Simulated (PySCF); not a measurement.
# BBr⁻: from constants to spectrum

ωB97X constants of BBr⁻, ²Π (doublet), unpaired electrons π ↑ (B aug-cc-pVDZ, Br aug-cc-pVDZ-PP with ECP10; scalar-relativistic core potentials (PySCF 2.14); masses 11.0093 and 78.9183 u):

| Quantity | Value |
| --- | --- |
| ωe | 389.6 cm⁻¹ |
| ωexe | 5.55 cm⁻¹ |
| Be | 0.3879 cm⁻¹ |
| αe | 0.00660 cm⁻¹ |
| De to B + Br⁻ | 1.23 eV |

Question: What force constant and bond length do these constants imply?

Answer: Reduced mass μred = 9.6615 u; k = 5.8918×10⁻⁷·μred·ωe² (u, cm⁻¹, mdyn/Å) = 0.864 mdyn/Å; Re = √(16.8576/(μred·Be)) (u, cm⁻¹, Å) = 2.121 Å.

Question: Estimate the centrifugal constant D from the Kratzer relation and find the Dunham coefficient a1.

Answer: D = 4Be³/ωe² = 1.54e-06 cm⁻¹; a1 = −1 − αeωe/(6Be²) = -3.85.

Spin–orbit coupling is left out. For an ion De counts to the pair picked by the measured ionisation energies or electron affinities, which need not be the lowest pair at this level. The state is the lowest determinant that a PBE0 search found; another state may lie lower at other levels.
